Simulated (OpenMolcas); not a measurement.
Ta4+ among 6 point charges of -1.5 e arranged as a trigonal prism (D3h), 1.98 Å from the ion, with a polar angle of 45.7° against the regular 49.1°.

```
Program             : OpenMolcas
Method              : SS-CASPT2, IPEA 0.25 Eh, imaginary shift 0.1 Eh (closed shells correlated: 4f 5s 5p)
Basis               : ANO-RCC-VDZP [7s6p4d2f1g]
Scalar Hamiltonian  : DKH2, point nucleus
Active space        : 1 electron in 5 orbitals (5d)
State averaging     : 2S+1 = 2 even, 5 roots
Spin-orbit coupling : state interaction with AMFI integrals over the reference wave functions
```

(1) What is the spin-free ground state (labels of D3, the rotations of D3h)?

(2) Where is the first state of the same spin?

(3) What are the lowest two levels with spin-orbit coupling?

(4) What is χT at 300 K, and how does it compare with the textbook value?

Results:

(1) 2E, 2-fold in its orbital part, 100 % from free-ion D terms; it has the highest spin that d1 allows.

(2) 2A1 at 6140 cm-1 above the ground state.

(3) A 2-fold level E3/2 with g = 0.00, 0.00, 1.90, then a 2-fold level E1/2 5340 cm-1 above it. Their leading multiplicities are 2 (100 %) and 2 (100 %).

(4) The lowest level has 2S+1 = 2, for which the spin-only value is χT = S(S+1) / 2 = 0.375 cm3 K/mol (g = 2). The computed 0.132 at 300 K differs by -0.243, through orbital momentum, spin-orbit coupling and any other state in reach.

An orbital doublet at a regular site is open to a Jahn-Teller distortion, which this geometry leaves out. Free-ion shares, where given, are those of the reference states; single-state CASPT2 does not remix them. Point charges carry no covalency, so the field is a model and not that of real ligands. No measured value stands beside these numbers.
